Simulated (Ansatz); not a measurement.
C5H11Si, SMILES [CH2][Si](C)(C)C=C, multiplicity 2.

Coordinates come from a ωB97X-D3(BJ)/def2-SVP optimisation. The isomer is the one that the SMILES or the coordinates give; other isomers of the formula were not compared. The values are those of a single conformer.

Two levels are set side by side: PBE/def2-SVPD (Ansatz, a program for electronic structure) and CAM-B3LYP/def2-SVPD (Ansatz). Energy differences of separate SCF runs at the same geometry; the states with an electron removed or added have multiplicity 1 and 1. Differences are taken from unrounded values.

```
quantity                         CAM-B3LYP   PBE  PBE minus CAM-B3LYP
-------------------------------  ---------  ----  -------------------
vertical ionisation energy (eV)       8.76  8.29                -0.47
vertical electron affinity (eV)       0.45  0.63                 0.18
```
